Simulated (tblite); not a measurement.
C5H9OS (doublet state).
Atom-mapped SMILES: `[CH2:1][C@H:2]([S:3][CH3:4])[C:5]([CH3:6])=[O:7]` (hydrogens: H8, H9 on C1; H10 on C2; H11, H12, H13 on C4; H14, H15, H16 on C6)

The geometry is computed with GFN2-xTB (gas phase). This method treats the open shell by occupation alone, without spin polarisation.

Task: List the bond lengths, angles and torsions at this level.

Result: 
| bond | length (bohr) | order |
| --- | --- | --- |
| C1–C2 | 2.640 | single |
| C2–S3 | 3.877 | single |
| S3–C4 | 3.401 | single |
| C2–C5 | 2.847 | single |
| C5–C6 | 2.844 | single |
| C5=O7 | 2.284 | double |
| C1–H8 | 2.029 | single |
| C1–H9 | 2.032 | single |
| C2–H10 | 2.051 | single |
| C4–H11, C4–H12, C4–H13 | 2.054 | single |
| C6–H14, C6–H15, C6–H16 | 2.055 | single |

Bonds in one row agree within 0.02 bohr and their mean is given. Orders are formal, as drawn. A selection of angles:
| angle | degrees |
| --- | --- |
| C2–C1–H8 | 121.5 |
| C2–C1–H9 | 119.8 |
| H8–C1–H9 | 118.5 |
| C1–C2–S3 | 111.6 |
| C1–C2–C5 | 118.7 |
| C1–C2–H10 | 117.0 |
| S3–C2–C5 | 91.0 |
| S3–C2–H10 | 97.7 |
| C5–C2–H10 | 115.0 |
| C2–S3–C4 | 100.7 |
| S3–C4–H11 | 109.9 |
| S3–C4–H12 | 106.3 |
| H11–C4–H12 | 110.4 |
| H11–C4–H13 | 111.3 |
| C2–C5–C6 | 114.4 |
| C2–C5–O7 | 122.0 |
| C6–C5–O7 | 123.6 |
| C5–C6–H14 | 109.8 |
| C5–C6–H16 | 110.7 |
| H14–C6–H15 | 109.1 |
| H15–C6–H16 | 108.5 |

Dihedral angles: C1–C2–S3–C4 -47° (synclinal); C1–C2–C5–C6 -154° (antiperiplanar).

C5 (carbon bonded to 2 C and O) is planar (angles 123.6°, 122.0° and 114.4°, sum 360.0°, 0.00 Å off the plane of its three neighbours). The C–S distances run from 1.800 Å (S3–C4, drawn single) to 2.052 Å (C2–S3, drawn single), a spread of 0.252 Å. S3 (sulfur bonded to 2 C) is bent (angle 100.7°). C1 (carbon bonded to C and 2 H) is planar (angles 121.5°, 119.8° and 118.5°, sum 359.8°, 0.03 Å off the plane of its three neighbours). The C–C distances run from 1.397 Å (C1–C2, drawn single) to 1.506 Å (C2–C5, drawn single), a spread of 0.109 Å. Of the pairs four or more bonds apart, O7···H13 is among the closest relative to their van der Waals radii: 2.18 Å, 80 % of the sum of Bondi's values.

Point group: C1 (no symmetry element, even within 0.4 Å). Its GFN2-xTB frequencies are all real (lowest 88 cm⁻¹). Torsions: H–C1–C2–S3 -94° and 80°, C1–C2–S3–C4 -47°, C1–C2–C5–C6 -154°. 3 starts were optimised and ended at 0.00, 3.68 and 4.90 kcal/mol (GFN2-xTB); the lowest of these is shown.

On one thread of an Arm Neoverse V1, no GPU (shared host), this took 0.66 s. That covers the optimisation of the geometry.

One conformer stands for the species.
